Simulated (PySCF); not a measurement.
# KF⁻ from Hartree–Fock to correlated methods

State: ²Σ⁺ (doublet), unpaired electrons σ ↑. Set-up: PySCF, no relativity, basis sets K aug-pcseg-1, F aug-pcseg-1. De refers to K + F⁻ in their ground configurations, without counterpoise correction. The functionals are run spin-unrestricted. A positive dipole points towards F; it is taken about the centre of mass and depends on that origin. Levels whose curve was spin-contaminated or gave no clean fit are not listed.

| Level | Re (Å) | ωe (cm⁻¹) | De (eV) | μ (D) |
| --- | --- | --- | --- | --- |
| UHF | 2.293 | 364 | n/a | 5.90 |
| UHF-MP2 | 2.297 | 355 | 2.13 | n/a |
| UHF-SCS-MP2 | 2.300 | 355 | 2.14 | n/a |
| PBE | 2.262 | 351 | 2.08 | 4.96 |
| PBEsol | 2.229 | 370 | 2.19 | 5.28 |
| BP86 | 2.261 | 351 | 2.02 | 4.93 |
| r²SCAN | 2.254 | 364 | 2.20 | 5.12 |
| PBE0 | 2.252 | 365 | 2.15 | 5.36 |
| HSE06 | 2.251 | 367 | 2.15 | 5.23 |

(1) What does second-order correlation do here, going from UHF to UHF-MP2?

Correlated steps freeze 6 core orbitals. Correlated levels converge slowly with the basis: in double zeta they bind strong bonds too weakly, by up to about 1 eV, and carry superposition errors of some tenths. For an ion De counts to the pair picked by the measured ionisation energies or electron affinities, which need not be the lowest pair at this level. The highest Kohn–Sham level is positive in this anion. Much of that is self-interaction error, but it also means that the finite basis helps to hold the extra electron. The state was picked by a PBE0 search and need not be the measured ground state.

Results:

(1) UHF-MP2 less UHF: +0.4 pm in Re, -2.5 % in ωe. Correlation nearly always deepens the well. The bond lengthens, as in strong covalent bonds, where excitations into antibonding orbitals dominate.
